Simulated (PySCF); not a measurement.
**Vibration and rotation of SnCl**

PBE0 constants of SnCl, ²Π (doublet), unpaired electrons π ↑ (basis Sn cc-pVTZ-PP with ECP28, Cl cc-pV(T+d)Z; scalar-relativistic core potentials; PySCF 2.14; masses 119.9022 and 34.9689 u):

- ωe: 349.0 cm⁻¹
- ωexe: 1.06 cm⁻¹
- Be: 0.11045 cm⁻¹
- αe: 0.000483 cm⁻¹
- D (centrifugal): 4.43e-08 cm⁻¹
- De to Sn + Cl: 3.93 eV

(1) Give the vibrational terms G(v) and spacings up to v = 6.

(2) How well does the Morse estimate ωe²/(4ωexe) reproduce De, and what is D0?

These are scalar-relativistic numbers at best; spin–orbit coupling would shift them, the dissociation energy most. The state was picked by a PBE0 search and need not be the measured ground state.

Answers

(1) G(v) = ωe(v+½) − ωexe(v+½)².

| v | G(v) (cm⁻¹) | G(v) − G(v−1) | Bv (cm⁻¹) |
| --- | --- | --- | --- |
| 0 | 174.2 |  | 0.1102 |
| 1 | 521.1 | 346.9 | 0.1097 |
| 2 | 865.9 | 344.8 | 0.1092 |
| 3 | 1208.5 | 342.6 | 0.1088 |
| 4 | 1549.0 | 340.5 | 0.1083 |
| 5 | 1887.4 | 338.4 | 0.1078 |
| 6 | 2223.7 | 336.3 | 0.1073 |

(2) It gives 3.56 eV, 91 % of the computed De. D0 = De − G(0) = 3.93 − 0.02 = 3.91 eV.
